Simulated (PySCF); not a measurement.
Compound: C₇H₁₁FO.
Numbering: `[O:1]=[C:2]([F:3])[CH:4]1[CH2:5][CH2:6][CH2:7][CH2:8][CH2:9]1` (hydrogens: H10 on C4; H11, H12 on C5; H13, H14 on C6; H15, H16 on C7; H17, H18 on C8; H19, H20 on C9)

The same species was optimised twice, with GFN2-xTB and with PBE0-D3(BJ)/def2-SVP (PySCF), and the same property calculations (PySCF, gas phase) were run on both structures.

```csv
coordinate,GFN2-xTB,PBE0-D3(BJ)/def2-SVP,change
C2–F3 (Å),1.373,1.346,-0.027
C2–C4 (Å),1.495,1.506,+0.011
O1=C2 (Å),1.179,1.184,+0.005
C4–C5 (Å),1.537,1.535,-0.002
C4–C9 (Å),1.531,1.530,-0.001
C5–C6 (Å),1.526,1.525,-0.001
C8–C9 (Å),1.527,1.526,-0.001
C7–C8 (Å),1.525,1.525,0.000
C6–C7 (Å),1.526,1.525,-0.001
O1–C2–C4 (°),131.2,128.8,-2.4
O1–C2–F3 (°),118.3,119.8,+1.5
C2–C4–C5 (°),110.8,112.0,+1.2
F3–C2–C4 (°),110.4,111.4,+1.0
C6–C7–C8 (°),110.3,111.3,+1.0
C5–C6–C7 (°),110.3,111.3,+1.0
C4–C5–C6 (°),110.7,111.5,+0.8
C7–C8–C9 (°),110.9,111.8,+0.9
O1–C2–C4–C5 (°),125,135,+10
```

Rotational constants: A = 2570, B = 1362, C = 1147 MHz (GFN2-xTB) against A = 2533, B = 1368, C = 1128 MHz (PBE0-D3(BJ)/def2-SVP). Point groups within 0.08 Å: C1 and C1.

On the GFN2-xTB structure: HOMO (eV) -8.71 [PBE0/pcSseg-1]; LUMO (eV) -0.42 [PBE0/pcSseg-1]; dipole (D) 3.06 [PBE0/pcSseg-1]; GIAO shielding of O1 (ppm) -123.1 [PBE0/pcSseg-1]; GIAO shielding of C2 (ppm) 12.2 [PBE0/pcSseg-1]; GIAO shielding of F3 (ppm) 125.3 [PBE0/pcSseg-1]; GIAO shielding of C4 (ppm) 145.2 [PBE0/pcSseg-1]; GIAO shielding of C5/C9 (mean) (ppm) 155.7 [PBE0/pcSseg-1]; GIAO shielding of C6/C8 (mean) (ppm) 160.6 [PBE0/pcSseg-1]; GIAO shielding of C7 (ppm) 156.8 [PBE0/pcSseg-1].

Task: What do these properties become on the PBE0-D3(BJ)/def2-SVP structure?

Result: 
| property | level | on GFN2-xTB | on PBE0-D3(BJ)/def2-SVP | change |
| --- | --- | --- | --- | --- |
| HOMO (eV) | PBE0/pcSseg-1 | -8.71 | -8.63 | +0.08 |
| LUMO (eV) | PBE0/pcSseg-1 | -0.42 | -0.36 | +0.06 |
| dipole (D) | PBE0/pcSseg-1 | 3.06 | 2.98 | -0.08 |
| energy, GFN2-xTB geometry as zero (kcal/mol) | PBE0/pcSseg-1 | 0.0 | -0.7 | -0.7 |
| GIAO shielding of O1 (ppm) | PBE0/pcSseg-1 | -123.1 | -122.5 | +0.6 |
| GIAO shielding of C2 (ppm) | PBE0/pcSseg-1 | 12.2 | 11.7 | -0.5 |
| GIAO shielding of F3 (ppm) | PBE0/pcSseg-1 | 125.3 | 139.7 | +14.4 |
| GIAO shielding of C4 (ppm) | PBE0/pcSseg-1 | 145.2 | 143.7 | -1.5 |
| GIAO shielding of C5/C9 (mean) (ppm) | PBE0/pcSseg-1 | 155.7 | 155.3 | -0.4 |
| GIAO shielding of C6/C8 (mean) (ppm) | PBE0/pcSseg-1 | 160.6 | 159.5 | -1.1 |
| GIAO shielding of C7 (ppm) | PBE0/pcSseg-1 | 156.8 | 156.2 | -0.6 |

The heavy atoms differ by 0.085 Å rms after alignment. Among bonds between heavy atoms C2–F3 changes most (-0.027 Å). Changes are differences of the printed values. Neither structure is proved a minimum here.
